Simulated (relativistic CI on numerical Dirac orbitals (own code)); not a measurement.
**How well does a small relativistic CI reproduce Ga III?**

Computed by Dirac-Coulomb-Breit CI, KLI orbitals optimised for each configuration, model QED (radiative potential, 1s self-energy scaled to tabulated hydrogen-like ionisation energies), valence Slater integrals scaled by 0.85, configuration energies shifted to the measured levels that pair with them (semi-empirical) (own radial code, finite nucleus).

CI space (outside the closed core [Ar]): 3d10 4s, 3d10 4p, 3d9 4s2, 3d10 5s, 3d10 4d, 3d10 5p, 3d10 4f, 3d10 6s, 3d10 5d, 3d10 6p, 3d10 5f, 3d10 5g, 3d10 7s, 3d10 6d, 3d10 7p, 3d10 8p, 3d9 4s 4p, 3d9 4p2, 3d8 4s 4p2, 3d9 4p 4d. Levels of other configurations are missing.

```
Configuration  Term (tabulated)    J  Measured (cm⁻¹)  Computed  Error  Purity (%)
      3d10 4s                2S  1/2              0.0         0      0         100
      3d10 4p               2P°  1/2          65169.4     65266     97         100
      3d10 4p               2P°  3/2          66887.6     66791    -97         100
      3d9 4s2                2D  5/2         130395.6    130427     32          96
      3d9 4s2                2D  3/2         133902.0    133870    -32          96
      3d10 5s                2S  1/2         140746.8    140747      0         100
      3d10 4d                2D  3/2         144086.5    144090      4          99
      3d10 4d                2D  5/2         144200.3    144197     -4          99
      3d10 5p               2P°  1/2         160765.6    160801     35         100
      3d10 5p               2P°  3/2         161304.4    161269    -35         100
      3d10 4f               2F°  5/2         185432.6    185377    -55          90
      3d10 6s                2S  1/2         187566.5    187567      0         100
      3d10 5d                2D  3/2         189187.7    189192      4         100
      3d10 5d                2D  5/2         189250.6    189247     -4         100
      3d10 6p             2P° †  3/2         196173.7    196345    171          95
      3d10 6p             2P° †  1/2         196324.6    196154   -171          95
      3d10 5f               2F°  7/2         207908.5    207908      0         100
      3d10 5f               2F°  5/2         207918.8    207919      0         100
      3d10 5g                2G  7/2         208254.0    208254      0         100
      3d10 5g                2G  9/2         208254.1    208254      0         100
      3d10 7s                2S  1/2         209148.0    209148      0         100
      3d10 6d                2D  3/2         210020.1    210023      3         100
      3d10 6d                2D  5/2         210053.7    210051     -3         100
      3d10 7p               2P°  1/2         213736.0    213751     15          98
      3d10 7p               2P°  3/2         213760.0    213745    -15          93
      3d10 8p               2P°  3/2         224309.0    224309      0          84
```

Measured levels from Shirai, Reader, Kramida and Sugar, J. Phys. Chem. Ref. Data 36, 509 (2007); pairs were made by configuration, J and term (by order where the table uses no LS term), so strongly mixed levels may be paired wrongly.

Mean error by configuration (cm⁻¹): 3d10 4p 0; 3d9 4s2 0; 3d10 5s 0; 3d10 4d 0; 3d10 5p 0; 3d10 4f -55; 3d10 6s 0; 3d10 5d 0; 3d10 5f 0; 3d10 5g 0; 3d10 7s 0; 3d10 6d 0; 3d10 7p 0; 3d10 8p 0. Over the excited levels the mean absolute error is 19 cm⁻¹ (25 of the 28 excited levels that our extract of the source holds in range could be paired, and the others can miss by more), and the median relative error of those above 1,000 cm⁻¹ is 0.002 %, both after the shifts were fitted to these levels, so that a configuration with one level shows no error. † marks terms whose computed intervals miss the measured ones by more than a factor of 2.5, or configurations far off the rest, from wrong mixing, a near crossing or a doubtful label or measurement; they are left out of the means.

Configurations whose levels could be paired with our table of measured levels were shifted onto them, all but the ground configuration, by the median error of their levels; single terms can still be off by 1,000 to 2,000 cm⁻¹ or more, and rates follow the energies as ν³ (E1, M1) or ν⁵ (E2). The others borrow a shift and can be off by several thousand cm⁻¹ or more. The fine structure of a lone outer electron comes out too small, for d and f at times inverted, and misplaced configurations move strength between like terms. 25 of the 28 excited levels that our extract of the measured tables holds in this range could be paired (the sources list more); they are missed by 31 cm⁻¹ on average and 171 at most, after the shifts were fitted to these levels, and levels without a partner can miss by more.

Shifts applied (cm⁻¹): 3d10 4s 0; 3d10 4p 1899; 3d9 4s2 6310; 3d10 5s 4605; 3d10 4d 5473; 3d10 5p 4862; 3d10 4f 3461; 3d10 6s 5304; 3d10 5d 5149; 3d10 6p 4932; 3d10 5f 3652; 3d10 5g 3888; 3d10 7s 5203; 3d10 6d 5123; 3d10 7p 5241; 3d10 8p 5462.
